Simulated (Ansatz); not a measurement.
A CCSD(T) single point on ClF₃MoS (`[F][Mo]([F])([F])(=[S])[Cl]`).

```yaml
crystal:
  periodic: [false, false, false]
  atoms:
    - {symbol: F, position_ang: [-1.369335, 0.742577, -0.968270]}
    - {symbol: Mo, position_ang: [-0.014815, -0.063188, -0.024182]}
    - {symbol: F, position_ang: [-1.040069, -1.583177, -0.179142]}
    - {symbol: F, position_ang: [0.640798, -0.864263, 1.493625]}
    - {symbol: S, position_ang: [1.527497, -0.214175, -1.382034]}
    - {symbol: Cl, position_ang: [0.297925, 1.918327, 1.013802]}
basis:
  gaussian: {orbitals: def2-TZVPP}
correlation: {method: ccsd_t}
output: {orbitals: {seedname: orbitals}}
```

```sh
$ ansatz run in.yaml --threads 4 --pin off --events-out ev --progress --plain
```

Log, shortened:

```
Functional definition: HF
1515 factors; integrals over basis functions are off by at most 5.4e-4 eV
mean field evaluation 1: about -33272.5875 eV, gradient 7.6e1 eV
mean field evaluation 2: about -33272.9562 eV, gradient 7.6e1 eV
mean field evaluation 4: about -33283.2302 eV, gradient 1.5e1 eV
mean field evaluation 8: about -33283.6663 eV, gradient 1.4e0 eV
mean field evaluation 16: about -33283.6776 eV, gradient 2.1e-6 eV
mean field -33283.67755233 eV, -1223.1525895611 hartree, gradient 2.3e-6 eV, S^2 0.000000; 0 other end points of the search recorded, 0 dependent functions left out; unrestricted orbitals would lower it
13 core orbitals not correlated: weight in the atoms' cores, before any rotation towards them, 1.000 or more for the frozen orbitals, at most 0.000 for the correlated occupied ones
reference -33283.67755233 eV, -1223.1525895611 hartree; 24, 24 occupied and 196, 196 virtual orbitals, 1515 factors
second order -47.30523093 eV of doubles, -0.00000000 eV of singles
cycle   1  -42.76511029 eV  change     4.5e0 eV  update   3.7e-1
cycle   2  -45.12325192 eV  change    -2.4e0 eV  update   3.0e-1
cycle   3  -45.57519614 eV  change   -4.5e-1 eV  update   5.4e-2
cycle   4  -45.64122988 eV  change   -6.6e-2 eV  update   2.9e-2
cycle   5  -45.59836677 eV  change    4.3e-2 eV  update   9.7e-3
cycle   6  -45.58918869 eV  change    9.2e-3 eV  update   4.2e-3
cycle   7  -45.59255596 eV  change   -3.4e-3 eV  update   2.2e-3
cycle   8  -45.59219492 eV  change    3.6e-4 eV  update   9.8e-4
cycle   9  -45.59174643 eV  change    4.5e-4 eV  update   5.1e-4
cycle  10  -45.59250211 eV  change   -7.6e-4 eV  update   2.7e-4
cycle  11  -45.59253515 eV  change   -3.3e-5 eV  update   1.7e-4
cycle  12  -45.59208015 eV  change    4.6e-4 eV  update   8.0e-5
cycle  13  -45.59221292 eV  change   -1.3e-4 eV  update   4.8e-5
cycle  14  -45.59212862 eV  change    8.4e-5 eV  update   3.1e-5
cycle  15  -45.59213630 eV  change   -7.7e-6 eV  update   1.6e-5
perturbative correction -2.59032693 eV, -0.0951927588 hartree
Total energy: -33331.86001555 eV, -1224.9232624254 hartree
```

Run time 5.2 min (4 threads of a server CPU on a shared host); peak host memory 5 GiB.

Correlation energy per correlated electron: -1.004 eV. T1 diagnostic: 0.0237.
